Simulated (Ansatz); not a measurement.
Re(O)3(Me) (CH3O3Re), SMILES [O]=[Re](=[O])(=[O])[CH3], multiplicity 1.

Geometry optimised at r2SCAN-D4/def2-SVP. The multiplicity is an assumed one; no other spin state was optimised. The isomer is the one that the SMILES or the coordinates give; other isomers of the formula were not compared. The def2 effective core potentials stand for the cores of Re; spin–orbit coupling is left out.

Two levels are set side by side: PBE/def2-SVPD (Ansatz, a quantum-chemistry and plane-wave program) and PBE0/def2-SVPD (Ansatz). Energy differences of separate SCF runs at the same geometry; the states with an electron removed or added have multiplicity 2 and 2. Differences are taken from unrounded values.

| quantity | PBE0 |
|---|---|
| vertical ionisation energy (eV) | 11.79 |
| vertical electron affinity (eV) | 1.12 |
| vertical singlet–triplet gap (eV) | 3.96 |

Q: What does PBE give, and how far is it from PBE0? (Estimate from the structure and the level; the computed values follow.)

A: 
| quantity | PBE | PBE minus PBE0 |
|---|---|---|
| vertical ionisation energy (eV) | 11.46 | -0.32 |
| vertical electron affinity (eV) | 0.70 | -0.42 |
| vertical singlet–triplet gap (eV) | 4.17 | 0.21 |
